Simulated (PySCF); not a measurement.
AlBH2N (calculated)

Computed with PySCF 2.14.0. Calculation on a computer-drawn molecule: vertical ionisation energy to the stated ion spin, frozen-core CCSD(T) at the basis limit and cheaper methods, single-reference cases, UHF for radicals, no spin-orbit; all values are single points at the evaluated structure, the first of each entry, which is the reference or a displaced copy of it and isn't optimised; the reference structure only sets the zero of the energies above reference; triples share is (T) over the correlation energy.

Common to all runs: charge 1; multiplicity 1; ion multiplicity 2; diffuse functions no; basis cc-pV(n+d)Z; reference is the Hartree-Fock double-zeta minimum; best is HF at quadruple zeta + MP2 correlation extrapolated from triple and quadruple zeta + CCSD(T) minus MP2 at triple zeta; basis step is the size of the change from the same recipe one zeta lower.

```json
{"entry": 1, "formula": "AlBH2N", "evaluated_structure": {"atoms_angstrom": [["B", -1.8424, -2.1006, -0.7502], ["N", -1.2803, -0.9485, -1.0357], ["Al", -0.5598, 0.4879, -1.3216], ["H", -2.3771, -3.0242, -0.5481], ["H", 0.2071, 1.8335, -1.6818]]}, "reference_structure": {"atoms_angstrom": [["B", -1.8637, -2.0399, -0.7602], ["N", -1.279, -0.9461, -1.0297], ["Al", -0.5049, 0.5018, -1.3866], ["H", -2.4026, -3.0476, -0.5121], ["H", 0.2028, 1.8255, -1.7129]]}, "given": {"drawn_bonds_atom": [1, 2, 1, 3], "drawn_bonds_other_atom": [2, 3, 4, 5], "drawn_bonds_order": [2, 1, 1, 1]}, "results": {}}
{"entry": 2, "formula": "AlBH2N", "evaluated_structure": {"atoms_angstrom": [["B", -1.8424, -2.1006, -0.7502], ["N", -1.2803, -0.9485, -1.0357], ["Al", -0.5598, 0.4879, -1.3216], ["H", -2.3771, -3.0242, -0.5481], ["H", 0.2712, 1.9461, -1.7119]]}, "reference_structure": {"atoms_angstrom": [["B", -1.8637, -2.0399, -0.7602], ["N", -1.279, -0.9461, -1.0297], ["Al", -0.5049, 0.5018, -1.3866], ["H", -2.4026, -3.0476, -0.5121], ["H", 0.2028, 1.8255, -1.7129]]}, "given": {"drawn_bonds_atom": [1, 2, 1, 3], "drawn_bonds_other_atom": [2, 3, 4, 5], "drawn_bonds_order": [2, 1, 1, 1]}, "results": {}}
```

Q: Estimate the triples share at triple zeta of AlBH2N (entry 1).
A: 0.04318

Q: Estimate the ion D1 diagnostic at triple zeta of AlBH2N (entry 1).
A: 0.03104

Q: What ion spin squared at triple zeta does the calculation give for AlBH2N (entry 1)?
A: 0.7568

Q: Give the table of triple zeta values for AlBH2N (entry 1).
A: 
Triple zeta:
```tsv
method	ionisation energy (eV)	energy above reference (kcal/mol)
HF	15.28	5.864
PBE	17.19	5.63
r2SCAN	17.06	5.539
B3LYP	17.11	5.606
wB97X	16.97	5.803
MP2	17.24	5.511
CCSD	16.86	5.616
CCSD(T)	17.04	5.468
```

Q: AlBH2N (entry 2): total energy HF triple zeta?
A: -322.0258 hartree

Q: Estimate the ion D1 diagnostic at triple zeta of AlBH2N (entry 2).
A: 0.03121

Q: Give the table of triple zeta values for AlBH2N (entry 2).
A: 
Triple zeta:
```tsv
method	ionisation energy (eV)	energy above reference (kcal/mol)
HF	15.27	10.83
PBE	17.1	9.271
r2SCAN	17.02	9.774
B3LYP	17.08	9.972
wB97X	16.95	10.35
MP2	17.23	10.14
CCSD	16.84	9.888
CCSD(T)	17.02	9.655
```

Further results for AlBH2N (entry 1):

```
ionisation energy best                    : 17.17 eV
ionisation energy basis step              : 0.02451 eV
energy above reference best               : 5.639 kcal/mol
energy above reference basis step         : 0.2174 kcal/mol
ionisation energy Koopmans at triple zeta : 17.47 eV
ionisation energy EOM CCSD at triple zeta : 17.02 eV
total energy HF triple zeta               : -322.0337 hartree
total energy CCSD(T) triple zeta          : -322.3984 hartree
total energy best                         : -322.4459 hartree
T1 diagnostic at triple zeta              : 0.01567
D1 diagnostic at triple zeta              : 0.0341
ion T1 diagnostic at triple zeta          : 0.01309
basis functions triple zeta               : 127
```

Further results for AlBH2N (entry 2):

```
ionisation energy best                    : 17.16 eV
ionisation energy basis step              : 0.0257 eV
energy above reference best               : 9.871 kcal/mol
energy above reference basis step         : 0.196 kcal/mol
ionisation energy Koopmans at triple zeta : 17.49 eV
ionisation energy EOM CCSD at triple zeta : 17.01 eV
total energy CCSD(T) triple zeta          : -322.3917 hartree
total energy best                         : -322.4391 hartree
T1 diagnostic at triple zeta              : 0.01595
D1 diagnostic at triple zeta              : 0.03417
ion T1 diagnostic at triple zeta          : 0.01354
ion spin squared at triple zeta           : 0.7572
triples share at triple zeta              : 0.0434
basis functions triple zeta               : 127
```
